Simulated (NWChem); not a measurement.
SiHBrClF; SMILES Cl[SiH](Br)F

All runs: NWChem. Geometry: optimised at PBE0/def2-SVP. Vertical excitations in the gas phase; the lowest state need not have the same character in each row.

Q: Order these by “lowest excitation, singlet (eV)”, lowest first: PBE/def2-SVP, full TDDFT; Hartree-Fock/def2-SVP, TDHF; B3LYP/def2-SVP, full TDDFT.

A: PBE/def2-SVP, full TDDFT (7.00), B3LYP/def2-SVP, full TDDFT (7.36), Hartree-Fock/def2-SVP, TDHF (8.83)
